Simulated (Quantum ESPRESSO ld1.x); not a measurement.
ld1.x (Quantum ESPRESSO 7.5) input

```
 &input
    zed=8.0,
    iswitch=1,
    rel=1,
    dft='SLA-VWN',
    config='[He] 2s2 2p3',
    verbosity='high',
    prefix='ld1',
    max_out_wfc=37,
    file_charge='ld1.rho',
 /
```

Command: `OMP_NUM_THREADS=1 ld1.x < ld1.in > ld1.out`

Output (excerpt):

```
     Program LD1 v.7.5 starts

     --------------------------- All-electron run ----------------------------

     scalar relativistic calculation

     atomic number is  8.00
     dft =SLA-VWN   lsd =0 sic =0 latt =0  beta=0.20 tr2=1.0E-14
     Exchange-correlation= SLA-VWN
                           (   1   2   0   0   0   0   0)
     mesh =1837 r(mesh) = 100.33940 a.u. xmin = -8.00 dx = 0.00800
     1 Ry =  13.60569312 eV, c = 137.03599908

     n l     nl                  e(Ry)          e(Ha)          e(eV)
     1 0     1S 1( 2.00)     -38.934076930     -19.467038465   -529.7251027
     2 0     2S 1( 2.00)      -2.896279836      -1.448139918    -39.4058946
     2 1     2P 1( 3.00)      -1.807743586      -0.903871793    -24.5956045

     final scf error:  7.6E-17 reached in  15 iterations

     Etot =    -147.838152 Ry,     -73.919076 Ha,   -2011.440530 eV

     Ekin =     147.395206 Ry,      73.697603 Ha,    2005.413947 eV
     Encl =    -344.002261 Ry,    -172.001130 Ha,   -4680.389192 eV
     Eh   =      63.422142 Ry,      31.711071 Ha,     862.902199 eV
     Exc  =     -14.653240 Ry,      -7.326620 Ha,    -199.367483 eV
```

Run on one thread of a shared host, so times are rough (Intel(R) Xeon(R) Processor @ 2.60GHz): 0.42 s of CPU time, 1 s wall, 15 iterations on 1837 mesh points.
